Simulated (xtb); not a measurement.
CH3I, SMILES CI. All values are semi-empirical tight-binding results from xtb (GFN2-xTB unless named), good for trends rather than for accurate numbers. The structure is a stationary point at GFN2-xTB.

Optimised geometry:

Bonded distances (Å): C1–I2 2.142, C1–H3 1.083, C1–H4 1.083, C1–H5 1.083. Bond angles (°): I2–C1–H3 108.2, I2–C1–H4 108.2, I2–C1–H5 108.2, H3–C1–H4 110.7, H3–C1–H5 110.7, H4–C1–H5 110.7.

Computed properties:
| Quantity | Value |
|---|---|
| point group as xtb finds it | C3v |
| orbital gap | 4.82 eV |
| zero-point energy | 22.7 kcal/mol |
| G − E(el) at 298.15 K (modified RRHO) | 7.2 kcal/mol |
| static polarisability (D4 model) | 47.3 bohr³ |
| solvation energy, GFN2-xTB/ALPB(water) | -2.1 kcal/mol |
| solvation energy, GFN2-xTB/ALPB(toluene) | -3.5 kcal/mol |

Computed atomic charges and the Wiberg bond orders between heavy atoms:
charges (e) C1 -0.05, I2 -0.14, H3 0.06, H4 0.06, H5 0.06. Bond orders C1–I2 0.99.
